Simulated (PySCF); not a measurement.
Atom-mapped SMILES (the numbers label the heavy atoms): `[CH2:1]=[N:2][CH2:3][O:4][SiH3:5]` (H(Xn): hydrogen on atom n). Ha(C1) is cis to C3; Hb(C1) is trans to C3.

Geometry: PBE0-D3(BJ)/def2-SVP; GIAO absolute shieldings from PySCF, gas phase, non-relativistic, averaged over equivalent atoms.

At PBE0/6-31G* (88 basis functions, 14 s wall time on 1 thread of an Arm Neoverse N1, shared host):
```json
{"atoms": "C1", "σ (ppm)": "52.0"}
{"atoms": "C3", "σ (ppm)": "115.8"}
{"atoms": "N2", "σ (ppm)": "-78.3"}
{"atoms": "O4", "σ (ppm)": "305.6"}
{"atoms": "Si5", "σ (ppm)": "423.8"}
{"atoms": "Ha(C1)", "σ (ppm)": "24.38"}
{"atoms": "Hb(C1)", "σ (ppm)": "24.75"}
{"atoms": "H(C3)", "σ (ppm)": "26.63"}
{"atoms": "H(Si5)", "σ (ppm)": "26.78"}
```

What do these become at B97-2/pcSseg-2?

## Answers


```
 atoms  σ at B97-2/pcSseg-2  change
    C1                 28.8   -23.2
    C3                 98.1   -17.7
    N2               -123.8   -45.5
    O4                291.1   -14.5
   Si5                385.8   -38.0
Ha(C1)                23.44   -0.94
Hb(C1)                24.00   -0.75
 H(C3)                25.99   -0.64
H(Si5)                26.47   -0.31
```

The largest change is at N2 (imine nitrogen). Cost: 285 basis functions, 68 s wall time on 1 thread of an Arm Neoverse N1, shared host.
